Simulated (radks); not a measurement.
The numbers below are computed, except where a source is named.
Problem. These are the eigenvalues of the occupied orbitals of an atom or ion with whole-number occupations (Ry). Code: a radial shooting solver on a logarithmic mesh with Libxc functionals. Model: Dirac Kohn-Sham, PBE, spin-unpolarised, spherical densities, finite nucleus; Fermi nuclear charge, rms radius of each element as measured or else 0.836 A^(1/3) + 0.57 fm.

| orbital | eigenvalue |
|---|---|
| 1s1/2 | -514.2965 |
| 2s1/2 | -60.23103 |
| 2p1/2 | -51.93287 |
| 2p3/2 | -51.01554 |
| 3s1/2 | -6.90855 |
| 3p1/2 | -4.48801 |
| 3p3/2 | -4.37468 |
| 3d3/2 | -0.55834 |
| 3d5/2 | -0.54717 |
| 4s1/2 | -0.38893 |

Which element is it, and in what charge state? The configuration may be excited. Open shells, if any, are shared by 2j + 1.

Solution. Z = 26, iron, charge 0: Fe in [Ar] 3d6 4s2. The list shows which subshells hold electrons but not how many an open one holds; the 1s level, -257.15 hartree, gives Z - s = 22.7 by -(Z - s)^2/2, which with screening and relativity narrows Z to a few neighbours, and the depths of the outer levels then fix element, charge and occupations together.
